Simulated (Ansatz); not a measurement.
CH6AlFSSi. The species carries charge 0 and has multiplicity 1. The bonds changed during the relaxation, so this is another structure than the one it started from. All single points use the PBE0-D4/def2-TZVP geometry. It is one conformer, not always the lowest.

```xyz
11

C     1.213    1.125    0.139
S     0.157    0.435   -1.172
Si   -0.137   -1.640   -0.279
F     1.204   -1.954    0.552
Al   -1.827   -0.011    0.228
H     2.248    0.862   -0.071
H     1.089    2.207    0.121
H     0.929    0.746    1.120
H    -0.093   -2.532   -1.472
H    -3.111   -0.120   -0.693
H    -1.672    0.883    1.527
```

(1) What is the dipole moment at PBE/def2-TZVPP? (An estimate is asked.)

(2) And with r2SCAN, B3LYP, ωB97M-V? (Estimate.)

(3) Give the Mulliken charges with PBE, r2SCAN, B3LYP in def2-TZVPP. (Estimate.)

Results:

(1) Ansatz gave: 1.41 D, with components (1.17, 0.78, 0.04) D in this frame, pointing from negative to positive charge.

(2) Ansatz gave: r2SCAN 1.44 D, B3LYP 1.23 D, ωB97M-V 1.18 D.

(3) Ansatz gave: 
```tsv
atom	PBE	r2SCAN	B3LYP
C1	-0.24	-0.13	-0.25
S2	-0.14	-0.17	-0.17
Si3	0.34	0.40	0.42
F4	-0.27	-0.32	-0.32
Al5	0.22	0.35	0.29
H6	0.14	0.10	0.14
H7	0.13	0.10	0.13
H8	0.13	0.10	0.13
H9	-0.06	-0.08	-0.07
H10	-0.12	-0.17	-0.14
H11	-0.13	-0.17	-0.15
```

B3LYP here is the variant with VWN-RPA as its local correlation; programs differ in this.
